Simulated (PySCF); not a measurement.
## Peak assignment

Atoms are numbered as in `[CH2:1]=[C:2]1[CH2:3][C@:4]([F:5])([O:6][CH3:7])[C:8]1=[CH2:9]`. Hydrogens are named by the atom that carries them. Ha(C9) is cis to C2; Ha(C1) is cis to C3; Ha(C3) is pro-R; Hb(C3) is pro-S; Hb(C9) is trans to C2; Hb(C1) is trans to C3.

- structure optimised with GFN2-xTB
- PBE0/pcSseg-1 with gauge-including orbitals
- run in PySCF 2.14.0 with density-fitted response routines
- single conformer, gas phase, no relativistic terms, rapidly exchanging positions averaged

Referencing at the same level of theory: $^{13}$C (186.93 ppm) and $^{1}$H (31.72 ppm) against TMS.

Q: Assign these signals to the numbered atoms. $^{13}$C{$^{1}$H} NMR (computed): δ 157.5, 147.8, 117.1, 115.8, 114.0, 52.2, 44.2.

A: 
157.5 → C8, fully substituted alkene carbon: the olefinic region
147.8 → C2, fully substituted alkene carbon
117.1 → C4, allylic fully substituted sp3 carbon bonded to F and O: 2 electronegative neighbours deshield it
115.8 → C9, terminal =CH2 carbon: an sp2 carbon of a C=C bond
114.0 → C1, terminal =CH2 carbon
52.2 → C7, methyl carbon bonded to O: deshielded by the electronegative neighbour
44.2 → C3, allylic sp3 CH2: saturated and bonded to C and H only

C4 and C9; C9 and C1 lie closer than the usual error of such a calculation, so a measured spectrum could show them in the other order.

Q: Assign these signals to the numbered atoms. $^{1}$H NMR (500 MHz, computed): δ 5.91 (br s, 1H), 5.86 (m, 1H), 5.86 (m, 1H), 5.41 (br s, 1H), 3.59 (s, 3H), 3.15 (m, 1H), 3.02 (m, 1H).

A: 
5.91 → Hb(C1), hydrogen on a terminal =CH2 carbon: olefinic region
5.86 → Ha(C9), hydrogen on a terminal =CH2 carbon
5.86 → Hb(C9), hydrogen on a terminal =CH2 carbon
5.41 → Ha(C1), hydrogen on a terminal =CH2 carbon
3.59 → H(C7), hydrogen on a methyl carbon bonded to O: its carbon carries O, which withdraws density
3.15 → Hb(C3), hydrogen on an allylic sp3 CH2: allylic position
3.02 → Ha(C3), hydrogen on an allylic sp3 CH2

Hb(C1) and Ha(C9); Ha(C9) and Hb(C9) lie closer than the usual error of such a calculation, so a measured spectrum could show them in the other order.

Splittings by $^{19}$F in the carbon and heteronuclear signals aren't shown, as no couplings were computed. Shifts are as computed. Against solution values, carbons near 30 ppm lie about +3 ppm off and those near 130 ppm about +5 ppm. Of 1211 compounds with measured shifts, 218 miss one by over three times the rms of a fit or turn the order of signals round; such compounds aren't used in these exercises. Multiplicities follow the n + 1 count of equivalent neighbours, as no J values were calculated; m marks all less simple cases, F and P coupling included.
